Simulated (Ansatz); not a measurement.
Species: CH₂N₂, SMILES `N=C=N` (charge 0, multiplicity 1).

### Question
Give a relaxed geometry from B3LYP-D3(BJ)/def2-TZVP run with Ansatz (an electronic-structure program).

### Answer
the end point of this relaxation (outside a Z-matrix the atoms follow the SMILES, hydrogens last).
Cartesian coordinates (Å) in one orientation:
```xyz
5

N     -1.142     0.371    -0.313
C      0.018     0.155    -0.008
N      1.200     0.127     0.288
H     -1.890    -0.102     0.175
H      1.814    -0.551    -0.143
```
